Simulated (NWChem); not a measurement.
The numbers come from NWChem runs, not from measurements. System: ClFGe, charge 0, spin multiplicity 1, at a geometry optimised with PBE0/def2-SVP. The structure started from a generated list of species. Level: EOM-CCSD/def2-SVPD, 15 core orbitals frozen.

Output (cleaned and shortened):

```
             Northwest Computational Chemistry Package (NWChem) 7.3.0
             --------------------------------------------------------

                                NWChem Input Module
                                -------------------

 Scaling coordinates for geometry "geometry" by  1.889725989
 (inverse scale =  0.529177249)

 Turning off AUTOSYM since
 SYMMETRY directive was detected!

                             Geometry "geometry" -> ""
                             -------------------------

 Output coordinates in angstroms (scale by  1.889725989 to convert to a.u.)

  No.       Tag          Charge          X              Y              Z
 ---- ---------------- ---------- -------------- -------------- --------------
    1 Ge                  32.0000    -0.58479200    -0.30177400     0.00000000
    2 F                    9.0000     0.60073500    -1.58904500     0.00000000
    3 Cl                  17.0000     0.78275000     1.40930400     0.00000000

 Effective nuclear repulsion energy (a.u.)     245.4632843061

            Nuclear Dipole moment (a.u.)
            ----------------------------
        X                 Y               Z
 ---------------- ---------------- ----------------
     0.0000396842    -0.0000094486     0.0000000000

      Symmetry information
      --------------------

 Group name             Cs
 Group number              2
 Group order               2
 No. of unique centers     3

      Symmetry unique atoms

     1    2    3


 Summary of "ao basis" -> "" (spherical)
 ------------------------------------------------------------------------------
       Tag                 Description            Shells   Functions and Types
 ---------------- ------------------------------  ------  ---------------------
 *                         def2-svpd                  on all atoms

 Summary of "ao basis" -> "ao basis" (spherical)
 ------------------------------------------------------------------------------
       Tag                 Description            Shells   Functions and Types
 ---------------- ------------------------------  ------  ---------------------
 Ge                        def2-svpd                14       38   6s4p4d
 F                         def2-svpd                 9       23   4s3p2d
 Cl                        def2-svpd                11       27   5s4p2d

                                 NWChem SCF Module
                                 -----------------
[...]
 largest EOMCCSD amplitudes: R1 and R2

 Singles contributions
    31a'  (alpha) ---    29a'  (alpha)        0.4846195144
    32a'  (alpha) ---    28a'  (alpha)        0.1195382478
    32a'  (alpha) ---    29a'  (alpha)       -0.5128596053
    33a'  (alpha) ---    28a'  (alpha)        0.1656989544
    33a'  (alpha) ---    29a'  (alpha)        0.4371175723
    36a'  (alpha) ---    29a'  (alpha)        0.1438584265
    37a'  (alpha) ---    29a'  (alpha)        0.1159509499
    30a"  (alpha) ---    25a"  (alpha)       -0.1129216216
    30a"  (alpha) ---    27a"  (alpha)        0.1439181765

 Doubles contributions

 =========================================
 Excited-state calculation ( a"  symmetry)
 =========================================
 Dim. of EOMCC iter. space      500

 EOMCCSD SOLVER TYPE  1
  maxdiff =   0.47745449966481990

 No. of initial right vectors    2

 EOM-CCSD right-hand side iterations
 --------------------------------------------------------------
      Residuum       Omega / hartree  Omega / eV    Cpu    Wall
 --------------------------------------------------------------

 Iteration   1 using    2 trial vectors
   0.5041865284462   0.2684340737053    7.30447
   0.5766012553502   0.3434395992326    9.34547     2.1     2.1

 Iteration   2 using    4 trial vectors
   0.1310473522921   0.1828642456565    4.97599
   0.1221824239952   0.2199259392392    5.98449     1.8     1.8

 Iteration   3 using    6 trial vectors
   0.0625133053296   0.1750673115633    4.76383
   0.0564125718721   0.2131399309542    5.79984     1.8     1.8

 Iteration   4 using    8 trial vectors
   0.0301454693483   0.1725942777518    4.69653
   0.0236521276393   0.2113031776558    5.74985     1.9     1.9

 Iteration   5 using   10 trial vectors
   0.0141723017441   0.1717370586587    4.67321
   0.0152360221711   0.2105399092560    5.72908     1.9     1.9

 Iteration   6 using   12 trial vectors
   0.0070132721731   0.1715443774467    4.66796
   0.0098541103684   0.2102129923123    5.72019     1.9     1.9

 Iteration   7 using   14 trial vectors
   0.0035796091605   0.1715265219578    4.66748
   0.0068879201869   0.2101617807536    5.71880     2.0     2.0

 Iteration   8 using   16 trial vectors
   0.0016532371784   0.1715105472169    4.66704
   0.0035549197881   0.2101135653852    5.71748     2.1     2.1

 Iteration   9 using   18 trial vectors
   0.0007770119532   0.1715117638523    4.66707
   0.0016212627887   0.2101179522962    5.71760     2.1     2.1

 Iteration  10 using   20 trial vectors
   0.0003333108085   0.1715129947257    4.66711
   0.0008452703398   0.2101171781569    5.71758     2.0     2.0

 Iteration  11 using   22 trial vectors
   0.0001386110129   0.1715125806258    4.66710
   0.0004172164094   0.2101175391920    5.71759     2.5     2.5

 Iteration  12 using   24 trial vectors
   0.0000552698829   0.1715124696457    4.66709
   0.0001866335136   0.2101182022836    5.71761     2.5     2.5

 Iteration  13 using   26 trial vectors
   0.0000250403314   0.1715124580751    4.66709
   0.0000974436094   0.2101181370657    5.71761     2.2     2.2

 Iteration  14 using   28 trial vectors
   0.0000125063229   0.1715124157417    4.66709
   0.0000583434017   0.2101177816608    5.71760     2.3     2.3

 Iteration  15 using   30 trial vectors
   0.0000060467914   0.1715123742282    4.66709
   0.0000322466977   0.2101175950910    5.71759     2.4     2.4

 Iteration  16 using   31 trial vectors
   0.0000055983236   0.1715123759495    4.66709
   0.0000152142239   0.2101176803843    5.71760     1.6     1.6

 Iteration  17 using   32 trial vectors
   0.0000055748479   0.1715123763042    4.66709
   0.0000071397729   0.2101176950171    5.71760     1.3     1.3
 --------------------------------------------------------------
 Iterations converged
 ------------------

 Excited state root  1
 Excitation energy / hartree =        0.171512376304155
                   / eV      =        4.667091207664627
 largest EOMCCSD amplitudes: R1 and R2

 Singles contributions
    30a"  (alpha) ---    29a'  (alpha)        0.9087928724

 Doubles contributions
 ------------------

 Excited state root  2
 Excitation energy / hartree =        0.210117695017124
                   / eV      =        5.717595826729956
 largest EOMCCSD amplitudes: R1 and R2

 Singles contributions
    30a"  (alpha) ---    28a'  (alpha)       -0.8922368822
    39a"  (alpha) ---    28a'  (alpha)       -0.1091285173

 Doubles contributions

 Task  times  cpu:      124.2s     wall:      124.2s

 Total times  cpu:      124.2s     wall:      124.2s
```

Problem. Write an NWChem input that would produce this output.

Solution. One answer among several that fit: 
```
start mol
memory heap 100 mb stack 700 mb global 1900 mb
geometry units angstroms nocenter noautoz
  Ge    -0.584792    -0.301774     0.000000
  F      0.600735    -1.589045     0.000000
  Cl     0.782750     1.409304     0.000000
  symmetry group Cs
end
basis spherical
  * library def2-svpd
end
scf
  rhf
  nopen 0
  maxiter 100
  thresh 1e-7
  semidirect memsize 60000000 filesize 0
end
tce
  freeze core 15
  ccsd
  nroots 2
  2eorb
  2emet 13
  thresh 1e-5
  maxiter 200
  tilesize 24
end
task tce energy
```
